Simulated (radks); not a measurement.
Removal energies from the promethium ion Pm9+, [Kr] 4d10 4f1 5s2 5p3, by Delta-SCF beside the eigenvalue of the level emptied. All-electron calculation, scalar-relativistic Kohn-Sham, r2SCAN, spin-polarised, spherical densities, finite nucleus; meta-GGA in the generalised Kohn-Sham scheme; Fermi nuclear charge, rms radius of each element as measured or else 0.836 A^(1/3) + 0.57 fm. Program: a radial shooting solver on a logarithmic mesh with Libxc functionals. Open shells are filled with parallel spins first.

\begin{tabular}{lrrr}
removed from & final configuration & Delta-SCF (eV) & -eigenvalue (eV) \\ \hline
5p & [Kr] 4d10 4f1 5s2 5p2 & 154.07 & 146.27 \\
4f & [Kr] 4d10 5s2 5p3 & 164.40 & 151.02 \\
5s & [Kr] 4d10 4f1 5s1 5p3 & 172.97 & 165.84 \\
4d & [Kr] 4d9 4f1 5s2 5p3 & 292.48 & 278.38 \\
\end{tabular}
